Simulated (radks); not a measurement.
The numbers below are computed, except where a source is named.
Problem. The europium ion Eu56+, [He] 2s2 2p3. Code: a radial shooting solver on a logarithmic mesh with Libxc functionals. Model: non-relativistic Kohn-Sham, exchange-only B88, spin-polarised, spherical densities, point nucleus. Every spin shell is full or empty, so the densities are truly spherical. Functionals are evaluated on that one density, not self-consistently. Rank these orbital-free kinetic functionals by their error against the exact value of the orbitals, and give that value: Thomas-Fermi, von Weizsacker, TF + vW, TF + vW/9, TF + vW/5, APBEK, revAPBEK, Thakkar, Pearson, LKT, DePristo-Kress, Ernzerhof.

Solution. Exact: 6180.09 hartree. From best to worst, with 100 (|E| - |E exact|)/|E exact| (equal figures are ties): APBEK 0.00, Thakkar -0.22, TF + vW/9 -0.45, DePristo-Kress -0.46, revAPBEK +0.48, Ernzerhof +0.79, Pearson -2.53, TF + vW/5 +5.51, Thomas-Fermi -7.91, von Weizsacker -32.87, LKT +35.92, TF + vW +59.22.
